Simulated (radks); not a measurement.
Initial-state core-level shifts of neutral arsenic when its valence configuration changes from [Ar] 3d10 4s2 4p3. Calculated with a radial shooting solver on a logarithmic mesh with Libxc functionals: scalar-relativistic Kohn-Sham, LDA (Slater exchange, Perdew-Wang correlation), spin-polarised, spherical densities, point nucleus; open shells are filled with parallel spins first. Shifts are changes of the shell-averaged eigenvalues in eV (positive: less bound).

valence                2s       2p       3s       3p
3d10 4s1 4p4       -1.733   -1.727   -1.772   -1.764
3d9 4s2 4p4       -14.407  -14.286  -11.545  -11.317
3d10 4s1.5 4p3.5   -0.873   -0.871   -0.893   -0.889
3d8 4s2 4p5       -29.723  -29.479  -23.315  -22.864
3d10 4p5           -3.525   -3.514   -3.574   -3.558
3d9 4s1 4p5       -15.992  -15.863  -13.144  -12.907
